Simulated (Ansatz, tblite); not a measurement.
Cost and result up the ladder for Ca₅O₅⁻ (the lowest doublet isomer of a short search) (10 atoms). Charge -1, multiplicity 2. Geometry: PBE-D4/def2-SVP.

```xyz
10

Ca   -0.851    0.201    2.636
Ca    0.635   -0.786   -0.709
Ca    0.142    1.680   -3.487
Ca    0.867   -2.976    2.322
Ca   -1.258    2.465   -0.237
O    -0.923    2.918   -2.211
O     0.845   -0.046   -2.716
O    -0.170   -1.565    3.430
O     1.217   -2.544    0.384
O    -0.506    0.655    0.588
```

Ansatz on 4 threads of Arm Neoverse V2 on a shared host; xTB runs through tblite on one thread. Times are rough, summed over both states, and most runs start from the orbitals of an earlier one. PBE0-D4/def2-TZVPD serves as the yardstick here, not as an exact answer. The other state is a singlet.

The xTB rows come from tblite. The structure comes from a short search, and lower isomers may exist.

Raw xTB energies of ions are shifted by several eV, and xTB has no spin-polarisation term.

| level | functions | wall time | vertical IE (eV) | difference from PBE0-D4/def2-TZVPD (eV) | remarks |
| --- | --- | --- | --- | --- | --- |
| GFN1-xTB | 65 | 0.023 s | 4.27 | 2.99 | – |
| GFN2-xTB | 65 | 0.057 s | 7.48 | 6.19 | – |
| PBE-D4/def2-TZVPD | 380 | 35 s | 1.25 | -0.03 | HOMO above zero (-1 doublet) |
| PBE0-D4/def2-TZVPD (with forces) | 380 | 86 s | 1.28 | 0.00 | – |
